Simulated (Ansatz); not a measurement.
CrO₂ (the lowest singlet isomer of a short search) was relaxed with PBE-D4 (def2-TZVP) in Ansatz in these states: neutral quintet, neutral triplet. The geometries follow in no particular order.

A:

Cartesian coordinates in Å:
```
Cr 0.430 0.263 -0.075
O 0.159 -1.035 -0.971
O -0.590 0.772 1.047
```

B:

```xyz
3

Cr   -0.0756    0.0944    0.2778
O     1.5358   -0.2597    0.3410
O    -1.4602    0.1654   -0.6188
```

Question: Judge from the bond lengths which geometry belongs to which state (an estimate).

Answer: A is the neutral triplet (Cr1–O3 1.600 Å, Cr1–O2 1.600 Å); B is the neutral quintet (Cr1–O3 1.651 Å, Cr1–O2 1.651 Å).

At PBE0-D4/def2-TZVP a triplet lies 1.73 eV below the neutral quintet. These are the stationary points nearest to one start from a short search; other shapes may lie lower in each state.
